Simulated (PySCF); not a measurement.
Input for PySCF: D3(BJ) and D4 dispersion corrections on C3H5NO (a complex).

```python
from pyscf import gto
from pyscf.dispersion import dftd3, dftd4

mol = gto.M(
    atom='''
    C    -0.04712003    0.55655918   -0.60178301
    C     0.31038455   -0.19620092    0.26016653
    H    -0.35388448    1.20804615   -1.38341801
    H     0.60596973   -0.83132838    1.06888205
    N    -0.54015713    0.92343625    3.28720665
    C     0.02108544   -0.15632943    3.87409494
    O     0.57303284   -1.06533224    3.28753178
    H    -0.52021660    1.02043645    2.28222239
    H    -0.97995643    1.63729883    3.84015510
    H    -0.06966684   -0.13887274    4.97459684
    ''',
    basis='def2-svp',
    charge=0, spin=0, verbose=0, max_memory=1800)
d3, d4 = {}, {}
for xc in ['hf', 'pbe', 'blyp', 'revpbe', 'tpss', 'r2scan', 'b3lyp', 'pbe0', 'bhlyp', 'camb3lyp', 'b2plyp']:
    d3[xc] = float(dftd3.DFTD3Dispersion(mol, xc=xc, version='d3bj', atm=False).get_dispersion()['energy'])
    print(f'D3(BJ) {xc:10s} {d3[xc]:14.8f} Eh')
for xc in ['hf', 'pbe', 'blyp', 'revpbe', 'tpss', 'r2scan', 'b3lyp', 'pbe0', 'bhlyp', 'camb3lyp', 'b2plyp']:
    d4[xc] = float(dftd4.DFTD4Dispersion(mol, xc={'camb3lyp': 'cam-b3lyp'}.get(xc, xc), atm=True).get_dispersion()['energy'])
    print(f'D4     {xc:10s} {d4[xc]:14.8f} Eh')
```

The log:

```
D3(BJ) hf            -0.04512746 Eh
D3(BJ) pbe           -0.00574120 Eh
D3(BJ) blyp          -0.01168986 Eh
D3(BJ) revpbe        -0.01472162 Eh
D3(BJ) tpss          -0.00710901 Eh
D3(BJ) r2scan        -0.00168902 Eh
D3(BJ) b3lyp         -0.00949351 Eh
D3(BJ) pbe0          -0.00488421 Eh
D3(BJ) bhlyp         -0.00714304 Eh
D3(BJ) camb3lyp      -0.00427116 Eh
D3(BJ) b2plyp        -0.00426027 Eh
D4     hf            -0.01859773 Eh
D4     pbe           -0.00509106 Eh
D4     blyp          -0.01116638 Eh
D4     revpbe        -0.01718696 Eh
D4     tpss          -0.00686348 Eh
D4     r2scan        -0.00140991 Eh
D4     b3lyp         -0.00800090 Eh
D4     pbe0          -0.00432035 Eh
D4     bhlyp         -0.00552102 Eh
D4     camb3lyp      -0.00432583 Eh
D4     b2plyp        -0.00359248 Eh
```

The run finished.

Cost: very roughly 0.010 core-seconds.
